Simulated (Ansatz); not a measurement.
Cartesian coordinates (Å):
```xyz
6

N     -0.7471    -0.0069     0.0375
B      0.6452     0.0059    -0.0323
F      1.3401     1.1184     0.2136
F      1.3324    -1.0938    -0.3476
H     -1.2882    -0.8335    -0.1440
H     -1.2824     0.8098     0.2729
```
Charge 0, spin multiplicity 1.

Level of theory: frozen-core CCSD(T)/cc-pVTZ // B3LYP-D3(BJ)/def2-TZVP (Ansatz, a quantum-chemistry and plane-wave program).

- HF energy: -279.47072 Ha
- MP2 correlation energy: -0.80756 Ha

Question: Estimate the CCSD correlation energy, the (T) correction, the total energy and the T1 diagnostic.

Answer: 
The CCSD correlation energy comes out as -0.81697 Ha and the (T) correction is -0.02583 Ha. The CCSD(T) total energy is -280.31352 Ha and the T1 diagnostic is 0.011.
